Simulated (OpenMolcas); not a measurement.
**Ti, Zr, Hf: d2 s2 down the group**

| Property | Result |
| --- | --- |
| Program | OpenMolcas 26.06 |
| Method | RASSCF |
| Basis | ANO-RCC-VTZP |
| Scalar Hamiltonian | DKH2, point nucleus |
| Spin-orbit coupling | RASSI with atomic mean-field integrals over the reference wave functions, term energies averaged over their components |

Active space for each ion: 4 electrons in 9 orbitals (RAS2 d s; RAS3 p, at most 2 electrons).

Computed levels in cm-1 above 3F2:

```tsv
Level	Ti	Zr	Hf
3F3	143	483	2236
3F4	329	1067	4402
3P0	9258	4842	5856
3P1	9303	4995	6797
3P2	9404	5682	9303
1G4	12639	9279	11904
weight of 3F in the lowest level (%)	100	99	93
```

Mixed levels, with the weight of the term that names them: Zr 3P2 (50 %), Hf 3P2 (57 %).

Measured, with the error of the calculation in %. Measured levels: Ti, Zr, Hf from NIST Handbook of Basic Atomic Spectroscopic Data.

| Level | Ti | Zr | Hf |
| --- | --- | --- | --- |
| 3F3 | 170 (-16.0) | 570 (-15.3) | 2357 (-5.1) |
| 3F4 | 387 (-14.9) | 1241 (-14.0) | 4568 (-3.6) |
| 3P0 | 8437 (+9.7) | 4197 (+15.4) | 5522 (+6.1) |
| 3P1 | 8492 (+9.5) | 4376 (+14.1) | 6573 (+3.4) |
| 3P2 | 8602 (+9.3) |  | 8984 (+3.6) |
| 1G4 | 12118 (+4.3) | 8057 (+15.2) | 10533 (+13.0) |

The fine-structure level 3F4 changes by a factor of 13.4 from Ti to Hf.

Without spin-orbit coupling 3P lies 9158, 4512, 4566 cm-1 above 3F in that order; the difference to the level 3P0, of either sign, comes from spin-orbit coupling, which also lowers the zero.

Some high roots are left out of the spin-orbit mixing, which shifts the levels that they would mix with. Without dynamic correlation excited terms often stand tens of per cent too high (terms of higher spin than the ground term too low), and those without a measured partner can miss by more than the paired ones. Terms from blocks run as CI alone lack orbitals of their own. Configurations are named by rounded mean occupations; where the s occupation lies near a half they are strongly mixed, a name can repeat and a true partner stay unpaired (holds for Ti; Zr). Computed and measured levels are paired by configuration, term and J; levels that our copy of the source lacks, or whose pairing is in doubt (as where it misses far off the trend of its configuration), stay unpaired and out of the deviations. Only configurations of the active space appear.
